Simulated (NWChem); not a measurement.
A series in which one site is exchanged, each optimised at PBE0/def2-SVP with NWChem, gas phase unless a solvent is named. All stand in one matching conformer (torsions within 35°), which need not be the lowest. Some are not confirmed as minima by frequencies. def2 effective core potentials on In; no spin-orbit coupling.

A: [CH3][Ga]([NH2])[F] (CH5FGaN; site = Ga)
B: [CH3][Al]([NH2])[F] (CH5AlFN; site = Al)
C: [NH2][In]([F])[CH3] (CH5FInN; site = In)
D: NB(C)F (CH$_{5}$BFN; site = B)

Values for A:

```
Item                                                Result
--------------------------------------------------  ------
dipole (D), PBE0/def2-SVP                             2.93
orbital gap (eV), PBE0/def2-SVP                       7.59
static polarisability, PBE/def2-SVPD (bohr³)          51.4
lowest singlet excitation, PBE/def2-SVPD, TDA (eV)    5.17
```

**Question.** How do these values change for the other members?

**Answer.** 
```csv
change from A,B,C,D
"dipole (D), PBE0/def2-SVP",-0.60,+0.66,-0.65
"orbital gap (eV), PBE0/def2-SVP",+0.02,-1.20,+2.19
"static polarisability, PBE/def2-SVPD (bohr³)",-2.6,+9.1,-12.8
"lowest singlet excitation, PBE/def2-SVPD, TDA (eV)",+0.08,-0.76,+1.48
```
